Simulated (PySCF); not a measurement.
**Simulated absorption spectrum**

C5H3OP.
Geometry (GFN2-xTB, Å), atoms numbered from 1 in this order:
```
atom  x, y, z in Å
C1     3.0352   -0.2259    0.0509
C2     1.8327   -0.2001    0.0513
C3     0.4317   -0.1855    0.0567
O4    -0.1946    0.9487   -0.3174
C5    -1.5152    0.8084   -0.2613
C6    -1.9623   -0.4051    0.1478
P7    -0.6154   -1.4911    0.5010
H8     4.0835   -0.2546    0.0531
H9    -2.0865    1.6749   -0.5464
H10   -3.0001   -0.6651    0.2417
```

The calculation used PySCF, TDDFT wB97X-D/def2-SVPD, vertical, gas phase, core orbitals frozen in the response.

Each state is given a Gaussian of 0.5 eV full width at half maximum, with ε(max) = 2.175×10⁸ f / Δν̃ (Δν̃ the width in cm⁻¹). The width is an assumption, not a result. The curve ends short of the highest state used, and states not computed would add to its high-energy end.

E (eV), ε (L mol⁻¹ cm⁻¹) and a bar:
```
     3.75         29 
     3.83        102 
     3.91        314 #
     3.99        838 ##
     4.07       1937 ####
     4.15       3886 ########
     4.23       6765 #############
     4.31      10218 ####################
     4.39      13390 ##########################
     4.47      15226 ##############################
     4.55      15022 ##############################
     4.63      12860 #########################
     4.71       9553 ###################
     4.79       6160 ############
     4.87       3453 #######
     4.95       1693 ###
     5.03        748 #
     5.11        337 #
     5.19        220 
     5.27        258 
     5.36        415 #
     5.44        634 #
     5.52        897 ##
     5.60       1140 ##
     5.68       1284 ##
     5.76       1280 ##
     5.84       1156 ##
     5.92       1035 ##
     6.00       1130 ##
     6.08       1709 ###
```

Task: Locate the maxima and give the states behind the curve.

Result: 275 nm (4.50 eV), ε about 15000, made up of S1 (100%); 217 nm (5.72 eV), ε about 1300, made up of S4 (50%) and S5 (46%) (ε in L mol⁻¹ cm⁻¹; maxima over ε = 5, shares over 10%). At its high-energy end, 6.08 eV, the curve is still rising (ε about 1700, from S7). The states used: S1 4.50 eV (f 0.286); S2 5.30 eV (f 0.0014); S3 5.49 eV (f 0.0009); S4 5.71 eV (f 0.012); S5 5.73 eV (f 0.011); S6 6.23 eV (f 0.0006); S7 6.52 eV (f 0.229); S8 6.68 eV (f 0.012).

Task: What would ε be at 4.50 eV, the highest of these maxima, with half the width (0.25 eV)?

Result: About 30800 L mol⁻¹ cm⁻¹ against 15400, a factor of about 2.00; a lone state at its own centre would give exactly 2.

Task: On this curve, what absorbance would a 10⁻⁴ mol/L sample give at 266 nm over a 1 cm path?

Result: 266 nm is 4.661 eV, where ε is about 12000 L mol⁻¹ cm⁻¹, so A = ε c l ≈ 1.2 (Beer–Lambert, with the gas-phase spectrum and the assumed width).

Task: Coming from long wavelengths, where does ε first pass 100 L mol⁻¹ cm⁻¹?

Result: At about 324 nm (3.83 eV), 0.67 eV below S1.
